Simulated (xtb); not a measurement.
Input file for xtb: GFN1-xTB on CH3FOSi (SMILES CO[Si]F), a point of a torsion scan.

```
$ xtb mol.xyz --gfn 1 --sp --chrg 0 --uhf 0
7

C     -0.84255812    -0.02662128     0.12180656
O      0.10814247     1.00198901     0.07370608
Si     1.06619800     1.64765312    -1.04056302
F      0.74243106     0.66879596    -2.32479291
H     -0.71596170    -0.72347482    -0.70879244
H     -1.84351697     0.40824038     0.07880110
H     -0.72248941    -0.56129042     1.06578606
```

### Question
Give the final energy of this run.

### Answer
-15.5287 hartree.
